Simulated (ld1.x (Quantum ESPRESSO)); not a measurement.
An all-electron radial function and its pseudo partner (O)

Columns: radius, all-electron u(r) and pseudo u(r) of the 2p shell (level -9.20 eV) of oxygen in the configuration [He] 2s2 2p4; LDA (PZ), scalar-relativistic, RRKJ scheme, ld1.x (Quantum ESPRESSO) 7.5.

| r (bohr) | all-electron | pseudo |
| --- | --- | --- |
| 0.108 | 0.1175 | 0.0286 |
| 0.215 | 0.3211 | 0.1094 |
| 0.322 | 0.5104 | 0.2319 |
| 0.430 | 0.6575 | 0.3816 |
| 0.538 | 0.7571 | 0.5387 |
| 0.645 | 0.8151 | 0.6832 |
| 0.752 | 0.8407 | 0.8015 |
| 0.860 | 0.8423 | 0.8840 |
| 0.968 | 0.8267 | 0.9251 |
| 1.075 | 0.7996 | 0.9266 |
| 1.182 | 0.7652 | 0.8955 |
| 1.290 | 0.7261 | 0.8408 |
| 1.398 | 0.6847 | 0.7733 |
| 1.505 | 0.6430 | 0.7033 |
| 1.612 | 0.6015 | 0.6371 |
| 1.720 | 0.5608 | 0.5781 |
| 1.828 | 0.5214 | 0.5280 |
| 1.935 | 0.4842 | 0.4859 |
| 2.042 | 0.4490 | 0.4491 |
| 2.150 | 0.4153 | 0.4153 |
| 2.258 | 0.3838 | 0.3838 |
| 2.365 | 0.3545 | 0.3545 |
| 2.472 | 0.3271 | 0.3271 |
| 2.580 | 0.3014 | 0.3014 |
| 2.688 | 0.2775 | 0.2775 |
| 2.795 | 0.2556 | 0.2556 |

Q: How many radial nodes do the two functions have?

A: The all-electron 2p function has n − l − 1 = 0; the pseudo-wave has 0.

Q: At about which radius was the pseudo-wave matched?

A: 2.15 bohr. The columns agree to 0.0005 from 2.04 bohr on; several derivatives are matched, so the curves merge somewhat inside the radius.

Q: Is the pseudo-wave norm-conserving?

A: Yes: the RRKJ scheme keeps the norm inside the radius equal to the all-electron one, which fixes the energy derivative of the logarithmic derivative at the level.
